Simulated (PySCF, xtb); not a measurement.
SiBr2F, SMILES Br[Si](Br)F, multiplicity 2.

Harmonic wavenumbers (cm⁻¹) from GFN2-xTB (xtb 6.7.1) at its own minimum, in rising order: 82, 162, 194, 349, 446, 818.

Question: What does B3LYP-D3(BJ)/def2-SVP (PySCF 2.14.0) give at its own minimum? (An estimate is asked for; the answer gives what the named calculation found.)

Answer: 106, 190, 227, 380, 473, 888. Paired by order, the mean absolute difference is 36 cm⁻¹ and the zero-point energies are 2.9 and 3.2 kcal/mol.
